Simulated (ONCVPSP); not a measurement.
# As: one change to an ONCV potential, before and after

ONCVPSP 4.0.1 input, shortened (lines: element, Z, core and valence counts, functional; n l f; lmax; l rc ep ncon nbas qcut; lloc lpopt rc5 dvloc0; l nproj debl; icmod fcfact rcfact), LDA (Perdew-Wang 92), fully relativistic:

```
  As 33.00    5    3  -001012      upf
    1    0    2.00
    2    0    2.00
    2    1    6.00
    3    0    2.00
    3    1    6.00
    3    2   10.00
    4    0    2.00
    4    1    1.00
    2
    0    1.65    0.00    4    9    4.10
    1    1.70    0.00    4    7    4.70
    2    0.80    0.00    4    9   19.40
    4    4    0.65    3.00
    0    3    2.30
    1    2    1.70
    2    2    1.40
    0    0.00    0.00
```

Open shells are filled in proportion to 2j + 1.

In the d channel the program set the typed energies aside and used -2.276, 0.250 Ha (j = l + 1/2; the other j can differ).

Change: s: rc 2.08.

Cutoffs: the cutoffs (Ha) at which the residual kinetic energy of the hardest occupied pseudo-wave falls to 1 and 0.1 mHa per electron; they do not see the model core or the augmentation charge, which bear on the density cutoff. Errors are all-electron minus pseudo energies relative to the spin-unpolarised reference configuration.

Q: What does the change do?

A: The potential gets neither clearly harder nor softer (153 Ha and 170 Ha → 153 Ha and 170 Ha); the d channel sets the loose cutoff, while the largest relative change is in s, which becomes softer; the lowest positive-energy flag moves from s at 29.5 eV to s at 17.2 eV; of the 4 tests that both files solve, the error grows in 3 and shrinks in 1 by more than 15 % and 0.3 meV (median size 4.9 → 8.1 meV); neither file shows a bound ghost.

| quantity | base | changed |
| --- | --- | --- |
| cutoff, loose | 153 Ha | 153 Ha |
| cutoff, tight | 170 Ha | 170 Ha |
| loose cutoff by channel | s 15 Ha, p 10 Ha, d 153 Ha | s 7.4 Ha, p 10 Ha, d 153 Ha |
| bound ghosts | none | none |
| GHOST(+) flags under 300 eV | s at 29.5 eV, p3/2 at 64.6 eV, p1/2 at 70.8 eV | s at 17.2 eV, p3/2 at 64.6 eV, p1/2 at 70.8 eV |
| error for 3d10 4s2 4p3, meV [ΔE -27.48 eV] | +4.6 | +9.4 |
| error for 3d10 4s2 4p2, meV [ΔE -18.16 eV] | +2.0 | +4.0 |
| error for 3d10 4s2 4p0, meV [ΔE 28.04 eV] | +5.1 | +9.5 |
| error for 3d10 4s1 4p0, meV [ΔE 79.15 eV] | +34 | -6.9 |
| p3/2: phases at 1.72 bohr within 0.05 rad from the reference energy up to (Ha; the scan ends near 5) | 2.3 | 2.3 |
| p1/2: phases at 1.72 bohr within 0.05 rad from the reference energy up to (Ha; the scan ends near 5) | 2.5 | 2.5 |
| d5/2: phases at 0.81 bohr within 0.05 rad from the reference energy up to (Ha; the scan ends near 5) | to the end of the scan | to the end of the scan |
| d3/2: phases at 0.81 bohr within 0.05 rad from the reference energy up to (Ha; the scan ends near 5) | to the end of the scan | to the end of the scan |
